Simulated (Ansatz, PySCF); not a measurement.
Hf(Cl)(SH)3 (ClH3HfS3), SMILES [Hf]([SH])([SH])([Cl])[SH], multiplicity 1. Atoms are numbered in the order given.

```xyz
8

Hf     0.2619    -0.0255    -0.0022
Cl     2.3736    -1.0373     0.0585
S      0.1759     1.9246     1.4455
H     -1.1023     1.6414     1.7956
S     -0.3872     0.6478    -2.2359
H     -0.8264     1.8465    -1.7820
S     -1.4847    -1.5447     0.7131
H     -0.7573    -1.9397     1.7889
```

Geometry: PBE0-D3(BJ)/def2-SVP. The multiplicity is an assumed one; no other spin state was optimised. The structure was generated by enumeration; whether it is a known compound was not checked. The def2 effective core potentials stand for the cores of Hf; spin–orbit coupling is left out. The values are those of a single conformer.

Two levels are set side by side: PBE-D3(BJ)/def2-SVP (Ansatz, a first-principles code) and PBE0-D3(BJ)/def2-SVP (Ansatz). Each level has its own optimised geometry; the coordinates shown are those of the second. Frequencies come from the Hessian of PySCF at each geometry. Differences are taken from unrounded values.

```tsv
quantity	PBE0-D3(BJ)
mean bond length (Å)	1.955
bond Hf1–Cl2 (Å)	2.342
bond Hf1–S3 (Å)	2.430
bond Hf1–S5 (Å)	2.422
bond Hf1–S7 (Å)	2.423
bond S3–H4 (Å)	1.355
bond S5–H6 (Å)	1.355
bond S7–H8 (Å)	1.357
highest harmonic wavenumber (cm⁻¹)	2695
mean harmonic wavenumber (cm⁻¹)	663
zero-point energy (kcal/mol)	17.07
```

Question: What does PBE-D3(BJ) give, and how far is it from PBE0-D3(BJ)? (The exact figures need the calculation; the answer reports its results.)

Answer: 
```tsv
quantity	PBE-D3(BJ)	PBE-D3(BJ) minus PBE0-D3(BJ)
mean bond length (Å)	1.966	0.011
bond Hf1–Cl2 (Å)	2.353	0.011
bond Hf1–S3 (Å)	2.442	0.012
bond Hf1–S5 (Å)	2.433	0.012
bond Hf1–S7 (Å)	2.434	0.011
bond S3–H4 (Å)	1.367	0.011
bond S5–H6 (Å)	1.366	0.012
bond S7–H8 (Å)	1.369	0.012
highest harmonic wavenumber (cm⁻¹)	2599	-96
mean harmonic wavenumber (cm⁻¹)	640	-23
zero-point energy (kcal/mol)	16.47	-0.60
```

GGA bonds tend to be longer and softer than those of functionals with exact exchange. Differences between two approximate levels are no errors against the true value.
